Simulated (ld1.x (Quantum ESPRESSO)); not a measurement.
What one change does to a pseudopotential (fluorine, TM semilocal)

F (Z = 9), norm-conserving Troullier–Martins (semilocal form), made with ld1.x (Quantum ESPRESSO) 7.5 (PBE, scalar-relativistic). Core [He], reference 2s2 2p5. Waves: 2s (bound): rc 0.60 bohr; 2p (bound): rc 1.70 bohr; 3d channel at 0.35 Ry: rc 1.85 bohr. Local part: the d channel. Core correction: none.

Change: all radii scaled by about 1.27 (s 0.76, p 2.16, d 2.34 bohr).

Cutoffs: the cutoffs (Ry, on a coarse ladder) from which the occupation-weighted sum of valence levels, in a spherical-Bessel basis at the reference potential, stays within 10 and 1 mRy of its value at 400 Ry; they do not see the model core or the augmentation charge, which bear on the density cutoff. Errors are all-electron minus pseudo energies relative to the spin-unpolarised reference configuration.

Q: How do hardness, ghosts and transferability respond?

A: The potential gets softer (180 Ry and 260 Ry → 110 Ry and 230 Ry); of the 7 tests that both files solve, the error grows in 6 and shrinks in 1 by more than 15 % and 0.3 meV (median size 195.6 → 458.1 meV); neither file shows a bound ghost at the reference potential, the only one tested. A larger radius leaves more room for a smooth pseudo-wave, so fewer plane waves are needed. A semilocal file is local in each channel, so a ghost entry of none says nothing of the separable form that plane-wave codes build from it.

| quantity | base | changed |
| --- | --- | --- |
| cutoff, loose | 180 Ry | 110 Ry |
| cutoff, tight | 260 Ry | 230 Ry |
| loose cutoff by channel (10 mRy a level) | s 90 Ry, p 45 Ry | s 90 Ry, p 35 Ry |
| bound ghosts | none | none |
| error for 2s2 2p4, meV [ΔE 19.39 eV] | -0.7 | +71 |
| error for 2s2 2p3, meV [ΔE 57.78 eV] | +246 | +906 |
| error for 2s2 2p2, meV [ΔE 118.41 eV] | +1386 | +3756 |
| error for 2s2 2p5.3, meV [ΔE -2.67 eV] | -2.5 | -4.2 |
| error for 2s2 2p1, meV [ΔE 204.21 eV] | +4375 | +10128 |
| error for 2s1 2p5, meV [ΔE 38.49 eV] | -196 | -458 |
| error for 2s2 2p4.5, meV [ΔE 7.54 eV] | -5.1 | +2.5 |

Changed file: These tests converged, but a pseudo level misses the all-electron one widely, so the file describes the atom poorly there or has found another state: 2s2 2p1: 2p by 8.7 eV.
